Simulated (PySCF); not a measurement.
# How methods differ on the excitation energy of Sb²⁺

Sb²⁺ [Kr] 4d10 5s2 5p1 (2P) → Sb²⁺ [Kr] 4d10 5s1 5p1 6s1 (4P), as a difference of total energies. Calculation: PySCF 2.14, in aug-cc-pVTZ-PP with ECP28MDF (6s5p4d2f, 55 functions); scalar relativity through the core potential. Correlated levels: valence: 4s2 4p6 4d10 frozen. The calculations carry no spin-orbit coupling.

```json
{"method": "UHF", "excitation energy (eV)": "17.766"}
{"method": "LDA", "excitation energy (eV)": "19.913"}
{"method": "PBE", "excitation energy (eV)": "19.508"}
{"method": "PBE0", "excitation energy (eV)": "19.269"}
{"method": "PBEsol", "excitation energy (eV)": "19.536"}
{"method": "MP2 (valence)", "excitation energy (eV)": "18.461"}
{"method": "SCS-MP2 (valence)", "excitation energy (eV)": "18.748"}
```

Q: How much does correlation contribute at MP2 (valence)?

A: 18.461 − (17.766) = 0.695 eV, measured against UHF.

The promoted electron is Rydberg-like, and one or two diffuse shells describe it only roughly, which tends to raise the upper state.
